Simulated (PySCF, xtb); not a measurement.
B(F)(Br)(Et) (C2H5BBrF), SMILES CCB(F)Br.

GFN2-xTB in xtb at its own geometry gives an orbital gap of 4.39 eV and a dipole moment of 3.96 D.

Geometry: PBE-D3(BJ)/def2-SVP. This is a generated structure with no PubChem entry under its InChIKey; it may be hypothetical. The values are those of a single conformer.

**Question.** What does CAM-B3LYP/def2-TZVP (PySCF) give? (The exact figures need the calculation; the answer reports its results.)

**Answer.** gap 10.23 eV (levels -9.80 and 0.43 eV), dipole 1.78 D.
